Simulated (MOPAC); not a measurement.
MOPAC input (PM7):

```
PM7 1SCF CHARGE=1 GEO-OK AUX(PRECISION=9) THREADS=1
H8N3OSi

N     1.25926500 1    1.04598000 1   -0.55374800 1
Si   -0.00101900 1    0.16250000 1    0.09864900 1
N    -1.50138900 1    0.82528700 1   -0.24606700 1
N    -0.04244100 1   -1.51807700 1   -0.79791200 1
O     0.30838700 1   -0.51933500 1    1.53208000 1
H     2.17908100 1    1.06660400 1   -0.14160700 1
H     1.16576800 1    1.69721000 1   -1.31720700 1
H    -1.60235800 1    1.79927100 1   -0.48896700 1
H    -2.38058300 1    0.42468700 1    0.04371100 1
H    -0.78367300 1   -2.12759000 1   -0.44803900 1
H     0.83822800 1   -2.01719600 1   -0.66125500 1
H    -0.18323300 1   -1.40343100 1   -1.80181500 1
H     0.30589600 1   -0.03220700 1    2.36153400 1
```

From the output:

```
                                                       MOPAC v23.2.5 Linux

          FINAL HEAT OF FORMATION =         31.02479 KCAL/MOL =     129.80774 KJ/MOL

          COSMO AREA              =        122.43 SQUARE ANGSTROMS
          COSMO VOLUME            =        110.27 CUBIC ANGSTROMS

          IONIZATION POTENTIAL    =         14.351382 EV
          HOMO LUMO ENERGIES (EV) =        -14.351 -4.606
          NO. OF FILLED LEVELS    =         16
          MOLECULAR WEIGHT        =         94.1682         POINT GROUP:  C1

          MOLECULAR DIMENSIONS (Angstroms)

            Atom       Atom       Distance
            H     9    H     6     4.60836
            H    12    H    13     4.38125
            H     8    H    11     3.90856

          SCF CALCULATIONS        =          1

   ATOM   CHEMICAL          X               Y               Z
  NUMBER   SYMBOL      (ANGSTROMS)     (ANGSTROMS)     (ANGSTROMS)

     1       N          1.25926500  *   1.04598000  *  -0.55374800  *
     2      Si         -0.00101900  *   0.16250000  *   0.09864900  *
     3       N         -1.50138900  *   0.82528700  *  -0.24606700  *
     4       N         -0.04244100  *  -1.51807700  *  -0.79791200  *
     5       O          0.30838700  *  -0.51933500  *   1.53208000  *
     6       H          2.17908100  *   1.06660400  *  -0.14160700  *
     7       H          1.16576800  *   1.69721000  *  -1.31720700  *
     8       H         -1.60235800  *   1.79927100  *  -0.48896700  *
     9       H         -2.38058300  *   0.42468700  *   0.04371100  *
    10       H         -0.78367300  *  -2.12759000  *  -0.44803900  *
    11       H          0.83822800  *  -2.01719600  *  -0.66125500  *
    12       H         -0.18323300  *  -1.40343100  *  -1.80181500  *
    13       H          0.30589600  *  -0.03220700  *   2.36153400  *

                             CARTESIAN COORDINATES

   1    N        1.259265000     1.045980000    -0.553748000
   2   Si       -0.001019000     0.162500000     0.098649000
   3    N       -1.501389000     0.825287000    -0.246067000
   4    N       -0.042441000    -1.518077000    -0.797912000
   5    O        0.308387000    -0.519335000     1.532080000
   6    H        2.179081000     1.066604000    -0.141607000
   7    H        1.165768000     1.697210000    -1.317207000
   8    H       -1.602358000     1.799271000    -0.488967000
   9    H       -2.380583000     0.424687000     0.043711000
  10    H       -0.783673000    -2.127590000    -0.448039000
  11    H        0.838228000    -2.017196000    -0.661255000
  12    H       -0.183233000    -1.403431000    -1.801815000
  13    H        0.305896000    -0.032207000     2.361534000

           Empirical Formula: H8 N3 O Si  =    13 atoms

      MOLECULAR POINT GROUP   :   C1

                  EIGENVALUES
 -43.29386 -40.88002 -39.87551 -34.05263 -23.26290 -22.72626 -22.07270 -21.83063
 -21.04948 -20.53311 -19.61257 -19.38197 -17.77474 -16.91795 -15.00853 -14.35138
  -4.60565  -3.77865  -3.55732  -1.87463  -0.20148   0.58555   0.61819   1.46062
   1.55008   2.62710   2.69770   3.49486  18.97457  19.36408  19.68429  20.59916
  20.86626

              NET ATOMIC CHARGES AND DIPOLE CONTRIBUTIONS

  ATOM NO.   TYPE          CHARGE      No. of ELECS.   s-Pop       p-Pop       d-Pop
    1          N          -0.601557        5.6016     1.49643     4.10513
    2         Si           0.640191        3.3598     0.65216     2.29821     0.40945
    3          N          -0.613559        5.6136     1.50656     4.10700
    4          N          -0.317855        5.3179     1.47682     3.84104
    5          O          -0.608884        6.6089     1.71086     4.89803
    6          H           0.316479        0.6835     0.68352
    7          H           0.310923        0.6891     0.68908
    8          H           0.311342        0.6887     0.68866
    9          H           0.308561        0.6914     0.69144
   10          H           0.283155        0.7168     0.71685
   11          H           0.287316        0.7127     0.71268
   12          H           0.281769        0.7182     0.71823
   13          H           0.402121        0.5979     0.59788
 DIPOLE           X         Y         Z       TOTAL
 POINT-CHG.    -0.515    -1.312    -3.006     3.320
 HYBRID        -0.018    -0.159     0.330     0.367
 SUM           -0.533    -1.471    -2.676     3.100

          ATOMIC ORBITAL ELECTRON POPULATIONS

     Atom    s        px        py        pz      x^2-y^2     xz        z^2       yz        xy
    1  N   1.49643   1.22385   1.49274   1.38854
    2 Si   0.65216   0.76578   0.75923   0.77320   0.08248   0.08916   0.07586   0.08558   0.07638
    3  N   1.50656   1.19202   1.26401   1.65098
    4  N   1.47682   1.23114   1.35644   1.25346
    5  O   1.71086   1.86272   1.64532   1.38999
    6  H   0.68352
    7  H   0.68908
    8  H   0.68866
    9  H   0.69144
   10  H   0.71685
   11  H   0.71268
   12  H   0.71823
   13  H   0.59788

 **********************
 *                    *
 * JOB ENDED NORMALLY *
 *                    *
 **********************

 == MOPAC DONE ==
```

The dipole moment of an ion depends on the origin.

The geometry given is a B3LYP-D3(BJ)/def2-TZVP minimum.
